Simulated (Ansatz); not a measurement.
The same atomization along the group F, Cl, Br.

Isolated molecules relaxed with PBE0-D4/def2-TZVP in Ansatz; ΔE leaves out vibrations. CBS: MP2 limit from def2 TZ/QZ plus the TZ coupled-cluster correction, frozen cores. Small cases extrapolate CCSD(T) itself. Functionals use def2-TZVPP. No spin–orbit coupling; open shells (•) take unrestricted orbitals. Spin–orbit coupling would lower the free atoms: a little for Cl, F, O, Si; clearly for Br. For Br outer-core shells are correlated without core-valence functions, so the limit isn't a true one: a few kJ/mol of doubt a bond, and 10 to 20 or more in all where bonds break to atoms. Scalar relativity is left out up to krypton. One conformer a species, not always the lowest.

| reaction | ωB97M-V (eV) | ωB97X-V (eV) | CCSD(T)/CBS(def2) (eV) |
| --- | --- | --- | --- |
| `O[SiH2][SiH2]F` → F• + 5 H• + O• + 2 Si• | 31.43 | 31.63 | 31.64 |
| `O[SiH2][SiH2]Cl` → Cl• + 5 H• + O• + 2 Si• | 29.79 | 29.97 | 29.88 |
| `O[SiH2][SiH2]Br` → Br• + 5 H• + O• + 2 Si• | 29.15 | 29.38 | 29.39 |

Largest T1 diagnostic: 0.012, for Si•.

Extrapolated directly: `O[SiH2][SiH2]F` → F• + 5 H• + O• + 2 Si•.

For atomizations the MP2-based limit and the directly extrapolated one differ by several kJ/mol either way, and by 10 to 25 for some Ge, Se and Sn compounds, so smaller differences from it don't rank the levels.
